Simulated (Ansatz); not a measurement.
A nudged elastic band was laid between two geometries of BrH + F3H2NSi (9 atoms, charge 0, multiplicity 1).

All numbers below come from Ansatz, RHF/def2-SVP.

| Property | Result |
| --- | --- |
| movable images | 5 |
| climbing image | yes |
| spring | 5.0 eV/Å² |
| optimiser | quadratic models (default) |
| start path | through a guess of the saddle point |
| force threshold | 0.05 eV/Å |
| iteration limit | 60 |
| end points | relaxed |

First end point:

```xyz
9
Properties=species:S:1:pos:R:3
Si -0.257 0.461 0.058
N 0.051 0.002 1.650
H -0.682 -0.352 2.234
H 0.753 0.478 2.186
F 1.115 0.747 -0.674
F -1.137 1.768 -0.115
F -1.039 -0.691 -0.691
Br 1.953 -3.332 2.326
H 1.290 -2.187 1.836
```

Last end point:

```xyz
9
Properties=species:S:1:pos:R:3
Si 0.480 -0.163 0.104
N -0.195 -0.509 2.035
H -1.120 -0.117 2.129
H 0.398 -0.076 2.725
F 0.930 0.145 -1.408
F 0.293 1.369 0.556
F -0.836 -1.009 -0.265
Br 2.350 -1.253 0.690
H -0.253 -1.493 2.245
```

Q: Which bonds break or form, and what moves?

A: Bonds broken: Br8–H9. Bonds formed: Si1–Br8, N2–H9. BrH + F3H2NSi becomes BrF3H3NSi.

Q: What energy profile does the band end with?

A: The forces met the threshold. The highest image is number 3 of 0 to 6, 87.3 kJ/mol above the first end and 111.1 kJ/mol above the last; the last end lies 23.8 kJ/mol below the first. A vibrational analysis at the climbing image gives one clearly imaginary mode, 100i cm⁻¹: a first-order saddle point. The orbitals stay closed-shell, which can raise the energy where a bond breaks towards radicals; this wasn't checked here.

| image | path coordinate (Å) | energy (kJ/mol) | Br8–H9 (Å) | Si1–Br8 (Å) | N2–H9 (Å) |
| --- | --- | --- | --- | --- | --- |
| 0 | 0.00 | 0.0 | 1.41 | 4.94 | 2.52 |
| 1 | 0.85 | 1.3 | 1.41 | 4.46 | 2.42 |
| 2 | 1.69 | 19.4 | 1.43 | 3.70 | 1.93 |
| 3 | 2.54 | 87.3 | 2.01 | 3.28 | 1.08 |
| 4 | 3.69 | 29.9 | 2.63 | 2.36 | 1.01 |
| 5 | 4.84 | 11.2 | 2.71 | 2.30 | 1.01 |
| 6 | 5.99 | -23.8 | 3.04 | 2.24 | 1.01 |

Q: What is the geometry of the highest image?

A: 
```xyz
9
Properties=species:S:1:pos:R:3:forces:R:3
Si -0.008 0.046 0.132 -0.02 0.04 -0.03
N 0.146 -0.245 1.905 -0.01 0.04 0.00
H -0.741 -0.241 2.394 0.00 -0.02 0.00
H 0.764 0.422 2.352 -0.01 0.01 0.00
F 1.368 0.411 -0.504 -0.02 -0.03 0.00
F -0.862 1.382 0.125 0.01 -0.01 0.01
F -0.903 -1.035 -0.549 0.04 0.00 0.01
Br 1.659 -2.639 0.999 -0.01 0.00 0.00
H 0.625 -1.209 1.955 0.03 -0.05 0.00
```

Q: What are the harmonic wavenumbers there?

A: 100i, 83, 133, 175, 215, 286, 326, 356, 384, 701, 914, 931, 951, 1065, 1159, 1447, 1641, 1684, 2544, 3665, 3749 cm⁻¹.

The band took 16 iterations and about 6 core-minutes.

The run took 3.3 min on 2 threads of Arm Neoverse V1 (shared host), peak memory 0.31 GiB.
